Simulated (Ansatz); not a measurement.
Reaction (redistribution): `[F][Sn]([F])([F])[Cl]` + `[SH][Mg][Cl]` → `[F][Sn]([F])([F])[SH]` + `[Cl][Mg][Cl]`

Program: Ansatz. Geometries: PBE0-D4/def2-TZVP. ΔE: electronic, gas phase. CBS: MP2 limit from def2 TZ/QZ plus the TZ coupled-cluster correction, frozen cores. DFT in def2-TZVPP. B3LYP here is the variant with VWN-RPA as its local correlation; programs differ in this. Elements past krypton have def2 core potentials. For Mg, Sn outer-core shells are correlated without core-valence functions, which leaves a few kJ/mol of doubt a bond. One conformer a species, not always the lowest.

```
             level  ΔE (kJ/mol)
             B3LYP        -57.1
RPA@PBE/def2-TZVPP        -52.3
```

What does CCSD(T)/CBS give? (Estimate.)

The calculation gave: -55.8 kJ/mol. The listed levels differ from it by -1.3, 3.5 kJ/mol.

Largest T1 diagnostic among the species: 0.015.

Leaving LDA and LC-ωPBE aside and taking each functional with its dispersion term where it has one, the values, not all of them listed here, spread over 5.9 kJ/mol, from BHLYP-D4 to B97M-V.
